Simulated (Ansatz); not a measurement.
Relaxation of CH11NSi3 (16 atoms, charge 0, multiplicity 1), to a largest force component of 0.02 eV/Å in at most 40 steps.

Method: RKS B3LYP-D4/6-31G in Ansatz 0.2.0.

```xyz
16
Properties=species:S:1:pos:R:3
Si 0.000 0.000 0.000
C 0.000 0.000 1.870
H -1.000 -0.309 2.240
H 0.768 -0.711 2.240
H 0.232 1.020 2.240
N 1.716 0.000 -0.606
H 2.215 -0.918 -0.787
H 2.217 0.918 -0.778
Si -1.046 1.812 -0.739
H -2.430 1.478 -1.061
H -1.022 2.844 0.293
H -0.374 2.307 -1.937
Si -1.046 -1.812 -0.739
H -1.703 -2.485 0.377
H -2.045 -1.427 -1.731
H -0.078 -2.717 -1.351
```

Q: Where does it end, and by what steps?

A: The forces met the threshold. The force dipped under the threshold on the way, but the program's further checks kept it going. Limits of this set-up: no polarisation functions. After 21 steps the energy has fallen by 0.756 eV; H10 moved furthest, 1.23 Å.

```csv
step,energy less start (eV),largest force component (eV/Å),accepted
0,0.0000,2.740,yes
1,-0.6399,0.903,yes
2,-0.6947,0.317,yes
3,-0.7126,0.277,yes
4,-0.7181,0.514,yes
5,-0.7248,0.291,yes
6,-0.7358,0.016,yes
7,-0.7379,0.200,yes
8,-0.7435,0.098,yes
9,-0.7481,0.011,yes
10,-0.7480,0.206,no
11,-0.7507,0.052,yes
12,-0.7517,0.085,yes
13,-0.7527,0.085,yes
14,-0.7538,0.075,yes
15,-0.7546,0.056,yes
16,-0.7555,0.055,yes
17,-0.7557,0.032,yes
18,-0.7559,0.017,yes
19,-0.7560,0.023,yes
20,-0.7560,0.024,yes
21,-0.7560,0.016,yes
```

```xyz
16
Properties=species:S:1:pos:R:3
Si 0.048 0.011 0.036
C -0.020 -0.094 1.955
H -1.060 -0.167 2.293
H 0.525 -0.974 2.313
H 0.432 0.795 2.407
N 1.690 0.133 -0.637
H 2.254 -0.676 -0.852
H 2.168 1.013 -0.757
Si -1.129 1.951 -0.666
H -2.461 2.056 0.026
H -0.343 3.194 -0.336
H -1.371 1.941 -2.150
Si -0.921 -1.956 -0.874
H -2.227 -2.278 -0.199
H -1.178 -1.813 -2.348
H -0.003 -3.136 -0.679
```

Whether the end is a true minimum wasn't checked by a vibrational analysis.

Time of the run: 2.5 min on 1 thread of Arm Neoverse V1, with other jobs on the host, peak memory 0.2 GiB.
